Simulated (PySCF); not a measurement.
Coordinates in bohr (charge 0 multiplicity 1):
```
V     0.0000   -0.6598    1.5787
N     0.0000    0.5362    4.1357
I     4.1915    0.1149   -0.5788
I    -4.1915    0.1149   -0.5788
```

Computed with PBE0 in PySCF with V def2-SVP, N def2-SVP, I def2-SVP with ECP28; scalar-relativistic core potentials, no spin–orbit coupling; density-fitted integrals.

This geometry of VNI₂ is a stationary point at this level.

Question: What is the point group?

Answer: Cs.

Question: Is it a minimum?

Answer: Yes: all harmonic wavenumbers are real, though the softest, 41 cm⁻¹, leaves little margin.

Question: Give the atomic charges and bond orders.

Answer: 
```csv
atom,Mulliken,Löwdin,polar tensor,Mayer order to V1
V1,0.51,0.00,1.45,–
N2,-0.22,0.02,-0.52,2.95
"I3,4",-0.14,-0.01,-0.46,1.30
```

Question: What is the atomisation energy, with and without zero-point energy?

Answer: 1030 kJ/mol without, 1017 kJ/mol with.

Stability towards spin polarisation was not tested. Only a few start shapes were tried, so a lower isomer may exist.
